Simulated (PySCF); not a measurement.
Relaxation of singlet [RhO2]-

Level of theory: PySCF, PBE0, basis Rh def2-TZVPD with ECP28, O def2-TZVPD (scalar-relativistic core potentials, no spin–orbit coupling, density fitting). A (50,194) grid was used.

A hand-made linear start, of D∞h symmetry, held to at least that symmetry:

```xyz
3
charge -1 multiplicity 1, angstrom
Rh    0.0000    0.0000    0.0000
O     0.0000    0.0000    1.6700
O     0.0000    0.0000   -1.6700
```

(1) What forces act on the atoms at the start (eV/Å)?

(2) What does it relax to?

(3) How much energy is released, and in how many steps?

## Answers

(1) 
```json
{"atom": "Rh1", "Fx": "0.00", "Fy": "0.00", "Fz": "0.00"}
{"atom": "O2", "Fx": "0.00", "Fy": "0.00", "Fz": "1.69"}
{"atom": "O3", "Fx": "0.00", "Fy": "0.00", "Fz": "-1.69"}
```

(2) It ends at D∞h with Rh–O 1.701 Å (×2); O–Rh–O 180.0°. A frequency run shows 2 imaginary modes (one degenerate set), down to 126i cm⁻¹, so it is a higher-order saddle point.

(3) 5.0 kJ/mol in 3 steps.
